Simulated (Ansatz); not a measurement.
Cu(NH3)I (CuINH₃). Charge 0, multiplicity 1. Geometry PBE-D4/def2-TZVP, basis def2-TZVP, Ansatz.

```
atom    x (Å)    y (Å)    z (Å)
 Cu1   0.5276  -0.8981   0.3311
  N2  -0.4156   0.7063  -0.2607
  H3  -0.9974   0.5203  -1.0833
  H4   0.2366   1.4554  -0.5125
  H5  -1.0319   1.0730   0.4711
  I6   1.6808  -2.8569   1.0543
```

| run | HOMO (eV) | LUMO (eV) |
| --- | --- | --- |
| A | -5.55 | -0.94 |
| B | -5.63 | -1.32 |
| C | -6.19 | -0.58 |
| D | -5.80 | -1.30 |
| E | -5.12 | -1.62 |
| F | -4.90 | -1.75 |

In the def2 sets I takes a core potential; there is no spin–orbit coupling. B3LYP takes the VWN-RPA correlation. HSE06 is defined as in plane-wave codes, on full-range PBE exchange.

Task: The runs used B3LYP, B97M-V, HSE06, PBE, r2SCAN0, r2SCANh. Estimate which is which.

Result: A r2SCANh (10 % exact exchange); B HSE06 (range-separated); C r2SCAN0 (25 % exact exchange); D B3LYP (20 % exact exchange); E B97M-V (0 % exact exchange); F PBE (0 % exact exchange). Exact exchange lowers occupied and raises empty levels; among semilocal functionals meta-GGAs tend to open the gap a little, and such runs are hard to tell apart. The gap grows from 3.15 eV (PBE) to 5.61 eV (r2SCAN0).
